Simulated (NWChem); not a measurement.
# Basis-set convergence for C2H6Si

```xyz
9

Si     0.0000     0.0000    -0.7599
C     -1.3403    -0.5466     0.5016
H     -2.3564    -0.6288     0.0661
H     -1.3796     0.0542     1.4360
H     -1.0396    -1.5792     0.8081
C      1.3403     0.5466     0.5016
H      1.3796    -0.0542     1.4360
H      1.0396     1.5792     0.8081
H      2.3564     0.6288     0.0661
```
Charge 0, spin multiplicity 1.

The numbers come from NWChem runs, not from measurements. All single points use one geometry, from PBE/def2-SVP, a minimum by its harmonic frequencies.

Quantity: first vertical ionisation energy at the level G0W0@PBE0.

GW and range-separated runs recompute their integrals, the others keep them in memory, which bears on the times. The structure started from a generated list of species.

Costs are rough ratios of processor time within this set of runs, SCF included, with def2-SVPD as 1.

```tsv
basis	functions	first vertical ionisation energy (eV)	relative cost
def2-SVPD	112	…	1
def2-TZVP	135	…	under 3
def2-TZVPD	171	8.04	4
def2-TZVPP	188	…	4
```

Problem. What belongs in the gaps?

Solution. 
- def2-SVPD, first vertical ionisation energy (eV): 7.75
- def2-TZVP, first vertical ionisation energy (eV): 8.06
- def2-TZVPP, first vertical ionisation energy (eV): 8.11
